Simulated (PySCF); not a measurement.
C₆H₅I, SMILES C(/C=C(/C=C)I)#C. Geometry: PBE-D3(BJ)/def2-SVP. The structure was generated by enumeration; whether it is a known compound was not checked. The def2 effective core potentials stand for the cores of I; spin–orbit coupling is left out. The values are those of a single conformer.

The numbers are results of PBE-D3(BJ)/def2-SVP (PySCF), not measurements.

Harmonic wavenumbers (cm⁻¹): 94, 101, 188, 199, 275, 368, 419, 473, 476, 587, 612, 647, 667, 810, 894, 947, 959, 1036, 1139, 1218, 1269, 1368, 1578, 1636, 2138, 3052, 3065, 3085, 3189, 3407. Rotational constants (GHz): 1.820, 1.293, 0.7560; symmetry number 1.

Q: Work out the zero-point energy and the ideal-gas rigid-rotor harmonic-oscillator thermochemistry at 298.15 K and 1 atm.

A: ZPE = ½ Σ hcν = ½ × 35895 cm⁻¹ = 214.70 kJ/mol. H − E(el) = 237.99 kJ/mol. Entropy in J/(mol K): translation 175.07, rotation 123.77, vibration 78.83, total 377.66. G − E(el) = 125.39 kJ/mol. Cp = 125.19 J/(mol K). Modes under 150 cm⁻¹ make the vibrational entropy uncertain.
